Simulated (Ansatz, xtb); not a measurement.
## Two isomers of BFH2OSi

We compare X, `O=B[SiH2]F`, a singlet, with Y, `FBO[SiH]`, a singlet. Both are isolated molecules in the gas phase, relaxed with B3LYP-D3(BJ)/def2-SVP; the shapes shown needn't be the lowest conformers.

X (Å):

```csv
atom,x (Å),y (Å),z (Å)
B,-1.0478,-0.4640,-2.4200
F,0.7958,-0.2770,-0.1404
O,-1.5890,0.0566,-3.3604
Si,-0.1685,-1.3670,-0.8653
H,-1.2029,-1.8208,0.0967
H,0.6552,-2.5020,-1.3500
```

Y (Å):

```xyz
6

B    -1.0684   -0.9011   -2.2020
F    -0.9659   -1.7800   -3.1940
O    -0.4442   -1.1513   -1.0431
Si    0.1638   -1.6289    0.4400
H    -1.7168    0.0996   -2.3682
H     1.5561   -0.9919    0.2534
```

**Question.** Estimate E(Y) − E(X) at the level CCSD(T)/def2-TZVPP.

**Answer.** Calculated at CCSD(T)/def2-TZVPP: E(Y) − E(X) = +9.0 kcal/mol, so structure X lies lower.

The same difference at several levels:

| level | geometry | E(Y) − E(X) (kcal/mol) | departure from the last row (kcal/mol) | job, with rough time for the two |
| --- | --- | --- | --- | --- |
| GFN2-xTB | GFN2-xTB | +7.4 | −1.7 | optimisation, 0.13 s |
| HF/STO-3G | GFN2-xTB | −9.5 | −18.5 | single point, 0.2 s |
| r2SCAN-D4/def2-SVP | GFN2-xTB | +6.4 | −2.6 | single point, 1.6 s |
| B3LYP-D3(BJ)/def2-SVP | B3LYP-D3(BJ)/def2-SVP | +3.3 | −5.7 | optimisation, 19 s |
| HF/def2-TZVPP | B3LYP-D3(BJ)/def2-SVP | +3.2 | −5.8 | part of the CCSD(T) run |
| MP2/def2-TZVPP | B3LYP-D3(BJ)/def2-SVP | +12.9 | +3.9 | part of the CCSD(T) run |
| CCSD(T)/def2-TZVPP | B3LYP-D3(BJ)/def2-SVP | +9.0 |  | single point, 32 s |

As drawn, Y has 1 B–F, 1 B–O, 1 O–Si, 1 B–H in place of 1 B=O, 1 B–Si, 1 F–Si, 1 Si–H.

HF/STO-3G puts the two in the other order. The largest departure from CCSD(T)/def2-TZVPP is that of HF/STO-3G, 18.5 kcal/mol.

With harmonic frequencies from B3LYP-D3(BJ)/def2-SVP (ideal gas, rigid rotor, one conformer each, 298.15 K, 1 atm): the zero-point term adds −0.1 kcal/mol; ΔH is +9.2 and ΔG +8.5 kcal/mol.

The correlated steps freeze 8 core orbitals. Mirror images aren't counted in ΔG. Programs: Ansatz 0.2.0, xtb 6.7.1; the last row on 1 thread of Intel(R) Xeon(R) 6975P-C (Granite Rapids) on a shared host.
